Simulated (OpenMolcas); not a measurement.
**Mn, Tc, Re: d⁵ s² down the group**

| Property | Result |
| --- | --- |
| Program | OpenMolcas 26.06 |
| Method | CASSCF |
| Basis | ANO-R3 |
| Scalar Hamiltonian | X2C, finite nucleus |
| Spin-orbit coupling | RASSI with atomic mean-field integrals over the reference wave functions, term energies averaged over their components |

Active space for each ion: 5 electrons in 5 orbitals (d).

Computed levels in cm-1 above ⁶S_5/2:

| Level | Mn | Tc | Re |
| --- | --- | --- | --- |
| ⁴G_7/2 | 31156 | 23380 | 21164 |
| ⁴G_11/2 | 31158 | 23406 | 21589 |
| ⁴G_9/2 | 31164 | 23450 | 22054 |
| ⁴P_3/2 | 35819 | 26691 | 22690 |
| ⁴P_1/2 | 35869 | 27050 | 24526 |
| ⁴D_7/2 | 38719 | 28780 | 26617 |
| ⁴D_1/2 | 38761 | 29166 | 29169 |
| ⁴D_3/2 | 38798 | 29434 | 30025 |
| ⁴D_5/2 | 38809 | 29454 | 28711 |
| weight of ⁶S in the lowest level (%) | 100 | 100 | 94 |

Mixed levels, with the weight of the term that names them: Re ⁴P_3/2 (53 %), Re ⁴P_1/2 (72 %), Re ⁴D_1/2 (74 %), Re ⁴D_3/2 (52 %), Re ⁴D_5/2 (50 %).

Measured, with the error of the calculation in %. Measured levels: Re from NIST Handbook of Basic Atomic Spectroscopic Data.

```tsv
Level	Re
⁴G_7/2	15058 (+40.5)
⁴G_11/2	16307 (+32.4)
⁴G_9/2	16619 (+32.7)
```

Without spin-orbit coupling ⁴G lies 31157, 23396, 21503 cm-1 above ⁶S in that order; the difference to the level ⁴G_7/2, of either sign, comes from spin-orbit coupling, which also lowers the zero.

Some high roots are left out of the spin-orbit mixing, which shifts the levels that they would mix with. Without dynamic correlation excited terms often stand tens of per cent too high (terms of higher spin than the ground term too low), and those without a measured partner can miss by more than the paired ones. With the s shell closed, the reference lacks s² → p², s² → d² and s → d mixing, so excited terms can stand far too high and out of order, with CASPT2 too. Computed and measured levels are paired by configuration, term and J; levels that our copy of the source lacks, or whose pairing is in doubt (as where it misses far off the trend of its configuration), stay unpaired and out of the deviations. Only configurations of the active space appear.
